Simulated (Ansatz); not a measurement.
The Ansatz (an electronic-structure program) input:
Ansatz 0.2 input:
```yaml
crystal:
  periodic: [false, false, false]
  atoms:
    - {symbol: Si, position_ang: [-0.03269801, -0.01543688, 0.55306998]}
    - {symbol: F, position_ang: [1.10572363, -0.70625359, -0.38634522]}
    - {symbol: F, position_ang: [-1.05486006, 0.73026650, -0.47398585]}
basis:
  gaussian:
    orbitals: 3-21G.json
hamiltonian:
  xc: cam_b3lyp
total_charge: 1
magnetization: {spin_polarized: true, initial_magnetization: 1}
```
The basis file holds 3-21G in the JSON format of the Basis Set Exchange.

Q: Estimate the <S^2> that CAM-B3LYP/3-21G (Ansatz) returns for this input.

A: 0.754

Q: Give the total energy at the level CAM-B3LYP/3-21G.

A: -486.1780 Eh

Q: What is the computed number of basis functions (CAM-B3LYP/3-21G)?

A: 31
